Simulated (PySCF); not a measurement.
Os(O)3(OH)2 (H2O5Os), SMILES [OH][Os](=[O])(=[O])(=[O])[OH], multiplicity 1. Coordinates come from a B3LYP-D3(BJ)/def2-SVP optimisation. The spin state was assumed, not searched. The def2 effective core potentials stand for the cores of Os; spin–orbit coupling is left out. The values are those of a single conformer.

Level of theory: PySCF 2.14.0 with B3LYP-D3(BJ)/def2-SVP.

Harmonic wavenumbers (cm⁻¹): 101, 260, 280, 305, 321, 335, 392, 509, 545, 637, 655, 937, 945, 970, 989, 995, 3766, 3770. Rotational constants (GHz): 3.412, 2.685, 2.410; symmetry number 2.

Task: Work out the zero-point energy and the ideal-gas rigid-rotor harmonic-oscillator thermochemistry at 298.15 K and 1 atm.

Result: ZPE = ½ Σ hcν = ½ × 16710 cm⁻¹ = 99.95 kJ/mol. H − E(el) = 120.50 kJ/mol. Entropy in J/(mol K): translation 178.67, rotation 107.53, vibration 58.75, total 344.96. G − E(el) = 17.65 kJ/mol. Cp = 109.10 J/(mol K). Modes under 150 cm⁻¹ make the vibrational entropy uncertain.
